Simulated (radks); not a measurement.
Problem. The antimony ion Sb4+, [Kr] 4d10 5s1. All-electron calculation, non-relativistic Kohn-Sham, exchange-only B88, spin-polarised, spherical densities, point nucleus. Program: a radial shooting solver on a logarithmic mesh with Libxc functionals. Every spin shell is full or empty, so the densities are truly spherical. Functionals are evaluated on that one density, not self-consistently. Rank these exchange functionals by their error against the exact value of the orbitals, and give that value: LDA, PW86, OPTX, AM05, SOGGA, G96, EV93, APBE, TPSS, revTPSS, SCAN, MS2, TASK.

Solution. Exact: -162.657 hartree. From best to worst, with 100 (|E| - |E exact|)/|E exact| (equal figures are ties): SCAN +0.15, PW86 -0.23, APBE +0.28, EV93 -0.30, TPSS -0.31, G96 +0.33, MS2 -0.61, revTPSS -0.94, OPTX +1.25, TASK -2.21, SOGGA -2.29, AM05 -4.52, LDA -4.86.
